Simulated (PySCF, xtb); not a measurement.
Pb(SH)2 (H₂PbS₂), SMILES [SH][Pb][SH] (connectivity only; charge and spin as stated), neutral, multiplicity 1. The values are those of a single conformer.

Harmonic wavenumbers (cm⁻¹) from GFN2-xTB (xtb) at its own minimum, in rising order: 87, 253, 290, 297, 305, 585, 599, 2474, 2516.

Task: What does PySCF with PBE-D3(BJ)/def2-SVP give at its own minimum? (The exact figures need the calculation; the answer reports its results.)

Result: 93, 216, 290, 298, 302, 553, 594, 2607, 2615. Paired by order, the mean absolute difference is 35 cm⁻¹ and the zero-point energies are 10.6 and 10.8 kcal/mol.
